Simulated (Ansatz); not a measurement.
`[CH3][Al]([NH2])[SH]` + `[NH2][Al]([OH])[CH]=O` → `[CH3][Al]([NH2])[CH]=O` + `[NH2][Al]([OH])[SH]`  (redistribution)

Program: Ansatz. Geometries: PBE0-D4/def2-TZVP. ΔE: electronic, gas phase. CCSD(T)/CBS adds triple-zeta CCSD(T) − MP2 to the extrapolated MP2 energy (def2 sets, frozen cores). This one scheme is used for every species. DFT in def2-TZVPP. B3LYP here is the variant with VWN-RPA as its local correlation; programs differ in this. One conformer a species, not always the lowest.

| level | ΔE (kJ/mol) | difference from CCSD(T)/CBS |
| --- | --- | --- |
| PBE-D4 | 8.1 | 1.5 |
| PBE0-D4 | 7.4 | 0.8 |
| B3LYP-D4 | 7.8 | 1.2 |
| ωB97X-V | 7.0 | 0.4 |
| B2PLYP | 7.2 | 0.6 |
| PBE | 7.7 | 1.1 |
| r2SCAN | 7.2 | 0.6 |
| PBE0 | 7.1 | 0.5 |
| B3LYP | 7.2 | 0.6 |
| HF/def2-TZVPP | 6.2 | -0.4 |
| SCS-MP2/def2-TZVPP | 7.2 | 0.6 |
| CCSD/def2-TZVPP | 6.8 | 0.2 |
| HF/def2-QZVPP | 5.8 | -0.8 |
| SCS-MP2/def2-QZVPP | 6.8 | 0.2 |
| HF/CBS(def2) | 5.8 | -0.8 |
| MP2/CBS(def2) | 7.0 | 0.4 |
| CCSD(T)/CBS | 6.6 | 0 |

Largest T1 diagnostic among the species: 0.014.
